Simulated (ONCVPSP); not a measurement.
# tin: variants of one ONCV potential

Base potential:

Sn (Z = 50), optimised norm-conserving Vanderbilt (ONCV), made with ONCVPSP 4.0.1 (LDA (Perdew-Zunger), fully relativistic). Core [Ar] 3d10, reference 4s2 4p6 4d10 5s1 5p3. Waves: 4s+5s: rc 1.50 bohr, ncon 3, nbas 6, qcut 8.3 1/bohr, 2 projectors; 4p+5p: rc 1.30 bohr, ncon 3, nbas 7, qcut 12.6 1/bohr, 2 projectors; 4d: rc 1.50 bohr, ncon 4, nbas 8, qcut 9 1/bohr, 1 projector. Local part: polynomial inside 1.25 bohr (lpopt 5, dvloc0 0 Ha). Core correction: Teter function, fcfact 4.75, rcfact 1.15.

Open shells are filled in proportion to 2j + 1.

Cutoffs, loose and tight: the cutoffs (Ha) at which the residual kinetic energy of the hardest occupied pseudo-wave falls to 1 and 0.1 mHa per electron. They do not see the model core or the augmentation charge, which bear on the density cutoff. Test errors are all-electron minus pseudo excitation energies from the reference, over the configurations 4s2 4p6 4d10 5s2 5p2; 4s2 4p6 4d10 5s2 5p1; 4s2 4p6 4d10 5s2 5p0; 4s2 4p6 4d9 5s2 5p2. A dash means not determined; rows that change the core or the reference have their own tests.

A true bound ghost makes a file unfit for plane-wave use even where its test errors are small: the radial tests pick states by their node count and pass the ghost by.

| change | outcome | cutoff, loose | cutoff, tight | bound ghosts | GHOST(+) flags above zero | largest test error (meV) |
| --- | --- | --- | --- | --- | --- | --- |
| base | generated | 48 Ha | 58 Ha | none | none | +13 |
| local potential polynomial inside 1.25 bohr (lpopt 5, dvloc0 -0.5 Ha) | generated | 48 Ha | 58 Ha | none | none | +13 |
| local potential polynomial inside 1.25 bohr (lpopt 5, dvloc0 0.5 Ha) | generated | 48 Ha | 58 Ha | none | none | +13 |
| local potential polynomial inside 1.25 bohr (lpopt 5, dvloc0 2.5 Ha) | generated | 48 Ha | 58 Ha | none | none | +11 |
| local potential polynomial inside 1.25 bohr (lpopt 5, dvloc0 6.5 Ha) | generated | 48 Ha | 58 Ha | none | none | +8.1 |
| local potential polynomial inside 1.25 bohr (lpopt 5, dvloc0 8 Ha) | generated | 48 Ha | 58 Ha | none | none | +7.1 |
| local potential polynomial inside 1.25 bohr (lpopt 5, dvloc0 9 Ha) | generated | 48 Ha | 58 Ha | none | none | +6.4 |

(1) What comes out with this change to the base: local potential polynomial inside 1.25 bohr (lpopt 5, dvloc0 -2 Ha)?

(2) What comes out with this change to the base: local potential polynomial inside 1.25 bohr (lpopt 5, dvloc0 4.5 Ha)?

Answers

(1) outcome: generated; cutoff, loose: 48 Ha; cutoff, tight: 58 Ha; bound ghosts: none; GHOST(+) flags above zero: none; largest test error (meV): +16.

(2) outcome: generated; cutoff, loose: 48 Ha; cutoff, tight: 58 Ha; bound ghosts: p1/2; GHOST(+) flags above zero: none; largest test error (meV): +9.5.

Reading the sweep of the dvloc0 (base included, trends over the rows without a ghost): The loose cutoff stays near 48 Ha. The median size of the test errors (rows with all tests solved) stays near 1.4 meV. Bound ghosts are found at 4.5 Ha.
